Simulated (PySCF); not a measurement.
1-bromo-1,2,2-trichloroethene (C₂BrCl₃), SMILES ClC(=C(Cl)Br)Cl. The structure is a stationary point at PBE-D3(BJ)/def2-SVP.

All values below come from PySCF with PBE-D3(BJ)/def2-SVP.

Harmonic wavenumbers (cm⁻¹): 85, 150, 210, 261, 268, 309, 412, 481, 731, 864, 944, 1564. Rotational constants (GHz): 1.525, 0.9133, 0.5712; symmetry number 1.

**Question.** Work out the zero-point energy and the ideal-gas rigid-rotor harmonic-oscillator thermochemistry at 298.15 K and 1 atm.

**Answer.** ZPE = ½ Σ hcν = ½ × 6279 cm⁻¹ = 8.98 kcal/mol. H − E(el) = 13.88 kcal/mol. Entropy in cal/(mol K): translation 41.93, rotation 30.38, vibration 15.31, total 87.62. G − E(el) = -12.24 kcal/mol. Cp = 23.33 cal/(mol K). Modes under 150 cm⁻¹ make the vibrational entropy uncertain.
